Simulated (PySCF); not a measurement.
# IH5: one-bond stretch

Method: PySCF, r2SCAN, basis I def2-TZVP with ECP28, H def2-TZVP (scalar-relativistic core potentials, no spin–orbit coupling, density fitting).

Rigid scan from the singlet minimum (I–H 1.651 Å, I–H 1.827 Å (×4); H–I–H 81.9° (×4), H–I–H 88.9° (×4), H–I–H 163.9° (×2)). Coordinate: the bond from I to the last atom (H) scaled, the rest fixed. Energies in kJ/mol from the minimum.

Q: Predict the curve at 0.92, 0.96, 1.00, 1.05, 1.12, 1.20, 1.35, 1.55, 1.80, 2.20.

A: 
```csv
scale of one bond,E (kJ/mol),dipole size (D)
0.92,10.5,0.67
0.96,2.3,0.38
1.00,0.0,0.21
1.05,2.9,0.44
1.12,14.3,0.95
1.20,33.5,1.51
1.35,76.7,2.46
1.55,134.2,–
1.80,193.0,–
2.20,253.3,–
```

At long bonds a restricted determinant can lie too high, and another spin state can fall below this curve.

Other isomers or separated fragments may lie lower.

The scan took 32 s on 2 threads of a shared Arm Neoverse V1 host; the process peaked at 1.2 GiB.
